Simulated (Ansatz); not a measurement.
ClF₂GeH₃Si (`F[SiH2][GeH]([F])[Cl]`) at its PBE0-D4/def2-TZVP geometry, where that method's forces vanish. Charge 0, multiplicity 1.

```xyz
8

F     1.0905   -0.4053    1.9328
Si    0.8736    0.5880    0.7034
Ge   -0.8034   -0.3489   -0.7310
F    -2.3048   -0.3886    0.1436
Cl   -0.3105   -2.3951   -1.1426
H     0.4293    1.9055    1.2165
H     2.1438    0.7123   -0.0507
H    -1.1185    0.3322   -2.0720
```

What forces (eV/Å) does ωB97M-V/def2-TZVPP give on these atoms in the Gaussian-basis code of Ansatz? (Best estimate.)

The calculation gave: 
```
F1   0.005 -0.093  0.089
Si2  0.008  0.226 -0.192
Ge3  0.154  0.150 -0.077
F4  -0.079 -0.012  0.047
Cl5 -0.001 -0.024  0.001
H6   0.055 -0.169 -0.072
H7  -0.164 -0.015  0.091
H8   0.023 -0.063  0.113
```
